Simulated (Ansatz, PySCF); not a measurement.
GeCl2, SMILES [Cl][Ge][Cl] (connectivity only; charge and spin as stated), neutral, multiplicity 1. Atoms are numbered in the order given.

```xyz
3

Ge     0.0000     0.0000     0.7232
Cl     0.0000    -1.6713    -0.6789
Cl     0.0000     1.6713    -0.6789
```
Charge 0, spin multiplicity 1.

Geometry: PBE0-D3(BJ)/def2-TZVP. The isomer is the one that the SMILES or the coordinates give; other isomers of the formula were not compared.

Two levels are set side by side: PBE-D3(BJ)/def2-TZVP (Ansatz, a first-principles code) and PBE0-D3(BJ)/def2-TZVP (Ansatz). Each level has its own optimised geometry; the coordinates shown are those of the second. Frequencies come from the Hessian of PySCF at each geometry. Differences are taken from unrounded values.

```tsv
quantity	PBE0-D3(BJ)	PBE-D3(BJ)	PBE-D3(BJ) minus PBE0-D3(BJ)
mean bond length (Å)	2.182	2.206	0.024
bond Ge1–Cl2 (Å)	2.182	2.206	0.024
bond Ge1–Cl3 (Å)	2.182	2.206	0.024
highest harmonic wavenumber (cm⁻¹)	409	389	-20
mean harmonic wavenumber (cm⁻¹)	318	302	-16
zero-point energy (kcal/mol)	1.36	1.30	-0.07
```

GGA bonds tend to be longer and softer than those of functionals with exact exchange. Differences between two approximate levels are no errors against the true value.
